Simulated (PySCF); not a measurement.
**Energy of Zn²⁺ (zinc, charge +2) between two integer charges**

The 3d beta orbital of [Ar] 3d10 is emptied in steps (occupation f), with all orbitals relaxed, ending at [Ar] 3d9. Computed with PySCF 2.14 in aug-cc-pVTZ-PP with ECP10MDF (6s6p5d3f2g, 88 functions), with a scalar-relativistic core potential. The exact energy is a straight line in f; departures are measured from the line between the end points of the same method.

```tsv
f	PBE0 (eV)	r2SCAN (eV)	LC-wPBE (eV)
1	0.000	0.000	0.000
0.8	-0.932	-1.335	-0.575
0.6	-1.409	-2.005	-0.871
0.4	-1.418	-2.005	-0.879
0.2	-0.951	-1.336	-0.591
0	0.000	0.000	0.000
```

```csv
method,E(f=0) − E(f=1) (eV),−ε at f=1 (eV),−ε at f=0.4 (eV)
PBE0,39.582,33.801,40.719
r2SCAN,39.351,31.027,41.023
LC-wPBE,39.890,36.325,40.585
```

Orbital energy along the path (eV):

| f | PBE0 | r2SCAN | LC-wPBE |
| --- | --- | --- | --- |
| 1 | -33.801 | -31.027 | -36.325 |
| 0.8 | -36.050 | -34.335 | -37.700 |
| 0.6 | -38.360 | -37.672 | -39.125 |
| 0.4 | -40.719 | -41.023 | -40.585 |
| 0.2 | -43.120 | -44.371 | -42.078 |
| 0 | -45.560 | -47.695 | -43.622 |

Reference removal energy between the ground levels: 39.723 eV (measured; NIST Atomic Spectra Database, ionization energies). The calculation has no spin-orbit coupling.
